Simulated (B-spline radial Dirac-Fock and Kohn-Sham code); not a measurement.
Satellites and hypersatellites of the K lines of Ag¹⁸⁺

System: silver as Ag¹⁸⁺, configuration 1s2 2s2 2p6 3s2 3p6 3d10 4s1.

Model: Dirac-Fock energy differences between relaxed states, corrected for Breit and QED terms. Program: a radial B-spline solver. Each two-hole energy is an average over J within one jj subconfiguration, not an observable level; in light atoms, where LS coupling holds, the j-resolved values are not observed lines, and for a K spectator the Kα1 hypersatellite is nearly forbidden. The model has no electron correlation.

Lines without a spectator: Kα2 (K-L2) 21998.7 eV, Kα1 (K-L3) 22172.1 eV, Kβ3 (K-M2) 24946.8 eV, Kβ1 (K-M3) 24979.1 eV. Shifts in eV with one spectator hole (a dash: not computed, or left out as unreliable):

```tsv
spectator hole	Kα2	Kα1	Kβ3	Kβ1
K (1s)	+536.4	+551.4	+685.5	+688.7
L2 (2p1/2)	+59.2	+74.1	–	+159.7
L3 (2p3/2)	+59.1	+59.0	+143.5	–
M2 (3p1/2)	–	+9.46	+22.98	+27.22
M3 (3p3/2)	+7.39	–	+23.97	+23.46
M4 (3d3/2)	+2.15	-0.31	–	–
M5 (3d5/2)	-0.81	+1.09	–	–
```

With n spectator holes in 2p, averaged over the 2p shell (energies in eV):

| n | KαLⁿ | step | hypersatellite KαʰLⁿ |
| --- | --- | --- | --- |
| 0 | 22114.3 | – | 22660.7 |
| 1 | 22177.4 | +63.1 | 22725.3 |
| 2 | 22241.8 | +64.4 | 22791.2 |
| 3 | 22307.5 | +65.8 | 22858.5 |
| 4 | 22374.6 | +67.1 | 22927.2 |
| 5 | 22443.1 | +68.4 | 22997.1 |
